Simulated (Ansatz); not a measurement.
Na5F4, relaxed as a doublet with UKS PBE0-D4/def2-SVP in Ansatz, starting from the GFN1-xTB geometry. Force threshold 0.02 eV/Å.

Another isomer (doublet) lies 0.14 eV lower at PBE0-D4/def2-TZVP; other spin states weren't run for this one.

Start:

```xyz
9

Na    0.650    2.070   -0.416
Na   -1.750   -0.366    0.081
Na    1.064   -1.519    0.466
Na    0.156   -0.665   -2.320
Na    0.054    0.864    2.298
F     0.528    2.558    1.471
F    -1.728   -0.303   -1.851
F     1.565   -1.696   -1.394
F    -0.539   -0.943    1.665
```

Estimate the energy that the relaxation releases and the steps that it takes.

1.63 eV, in 34 steps; 2.3 min on 4 threads of Arm Neoverse V2 on a shared host. The force fell under the threshold at step 28, but the optimiser went on and released 0.012 eV more. No frequencies were taken in this run, so the end may be a saddle point.

Does the start keep its bonding?

Bonds lost: Na1–Na3, Na1–Na4 (atoms count from 1). Bonds formed: Na2–F6, Na3–F7 (atoms count from 1). Metal–metal contacts that move far: Na2–Na4 3.08 to 4.13 Å, Na3–Na5 3.17 to 4.17 Å, Na1–Na2 3.46 to 4.17 Å.

Predict the relaxed structure.


| atom | x (Å) | y (Å) | z (Å) |
| --- | --- | --- | --- |
| Na1 | -0.447 | 4.291 | 2.078 |
| Na2 | -0.396 | 0.883 | -0.329 |
| Na3 | 0.521 | -1.998 | -0.185 |
| Na4 | -0.480 | -2.337 | -2.915 |
| Na5 | 0.631 | 1.221 | 2.455 |
| F6 | -0.332 | 2.500 | 1.030 |
| F7 | -0.503 | -0.645 | -1.733 |
| F8 | 0.416 | -3.521 | -1.565 |
| F9 | 0.589 | -0.395 | 1.163 |
Bond lengths (bridged metal pairs left out): 11 × F–Na 2.01 to 2.30 Å.
